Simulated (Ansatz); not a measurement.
Job for Ansatz (a first-principles code): R-CCSD(T)/def2-TZVPPD on H3InO (SMILES [OH][InH2]), atoms moved off the minimum. Elements past Kr take the def2 small-core potentials; no spin–orbit coupling. Files ending in .json are basis or fitting sets from the Basis Set Exchange. The run froze 10 orbitals, filled d shells among them.

Ansatz 0.2 input:
```yaml
crystal:
  periodic: [false, false, false]
  atoms:
    - {symbol: In, position_ang: [0.02589196, -0.13269915, -0.31484381]}
    - {symbol: H, position_ang: [-1.28362473, -0.20491129, -1.30076496]}
    - {symbol: H, position_ang: [1.63737447, -0.80971858, -0.47494022]}
    - {symbol: O, position_ang: [-0.27787817, 0.90284365, 1.39879269]}
    - {symbol: H, position_ang: [0.47937094, 0.96634911, 2.05115119]}
basis:
  gaussian:
    orbitals: def2-TZVPPD.json
magnetization: {spin_polarized: false}
correlation: {method: ccsd_t, electrons: outside_noble_gas}
scf: {lower_state_search: off}
output: {forces: true}
```

The log:

```
WARN ansatz: RAYON_NUM_THREADS=1 ignored (pool sized by the plan → 1); use --threads N
Functional definition: HF
these checks for a lower state are left out or cut short: starts, cluster_reference, orbital_swaps, neighbouring_geometries, increment
integrals: 0.33 GiB planned
1026 factors; integrals over basis functions are off by at most 1.0e-3 eV
mean field: 0.32 GiB planned
mean field evaluation 1: about -7230.2699 eV, gradient 4.3e1 eV
mean field evaluation 2: about -7230.2711 eV, gradient 4.3e1 eV
mean field evaluation 4: about -7233.8223 eV, gradient 2.3e0 eV
mean field evaluation 8: about -7233.8493 eV, gradient 1.1e-1 eV
mean field -7233.84936315 eV, -265.8390608165 hartree, gradient 3.7e-6 eV, S^2 0.000000; 0 other end points of the search recorded, 0 dependent functions left out
10 core orbitals not correlated, not the lowest: weight in the atoms' cores, before any rotation towards them, 0.939 or more for the frozen orbitals, at most 0.058 for the correlated occupied ones
reference -7233.84936315 eV, -265.8390608165 hartree; 6, 6 occupied and 131, 131 virtual orbitals, 1026 factors
densities: 1.46 GiB planned
second order -9.13835865 eV of doubles, -0.00000000 eV of singles
coupled cluster: 0.83 GiB planned
cycle   1  -9.13519860 eV  change    3.2e-3 eV  update   8.8e-2
cycle   2  -9.40850531 eV  change   -2.7e-1 eV  update   3.1e-2
cycle   3  -9.50652015 eV  change   -9.8e-2 eV  update   1.7e-2
cycle   4  -9.49860065 eV  change    7.9e-3 eV  update   4.7e-3
cycle   5  -9.49677008 eV  change    1.8e-3 eV  update   2.6e-3
cycle   6  -9.49816921 eV  change   -1.4e-3 eV  update   9.3e-4
cycle   7  -9.49794210 eV  change    2.3e-4 eV  update   3.6e-4
cycle   8  -9.49779992 eV  change    1.4e-4 eV  update   1.2e-4
cycle   9  -9.49781441 eV  change   -1.4e-5 eV  update   4.5e-5
cycle  10  -9.49783342 eV  change   -1.9e-5 eV  update   1.7e-5
cycle  11  -9.49781768 eV  change    1.6e-5 eV  update   7.3e-6
cycle  12  -9.49782282 eV  change   -5.1e-6 eV  update   3.1e-6
perturbative correction -0.32499110 eV, -0.0119432027 hartree
the calculation of the forces begins
Total energy: -7243.67217707 eV, -266.2000425701 hartree
Atom 0 at     0.025892    -0.132699    -0.314844 Å, force     1.299422     0.057039     1.014356 eV/Å
Atom 1 at    -1.283625    -0.204911    -1.300765 Å, force    -1.111974    -0.017903    -0.784685 eV/Å
Atom 2 at     1.637374    -0.809719    -0.474940 Å, force    -0.097361     0.045606     0.001104 eV/Å
Atom 3 at    -0.277878     0.902844     1.398793 Å, force     1.274230     0.121791     1.131967 eV/Å
Atom 4 at     0.479371     0.966349     2.051151 Å, force    -1.364317    -0.206533    -1.362741 eV/Å
Dipole moment:     0.212166    -0.197896    -0.227973 e Å
Checks for a lower state left out: starts, cluster_reference, orbital_swaps, neighbouring_geometries, increment
```

The calculation finished and met its thresholds.

Cost: roughly 50 core-seconds.
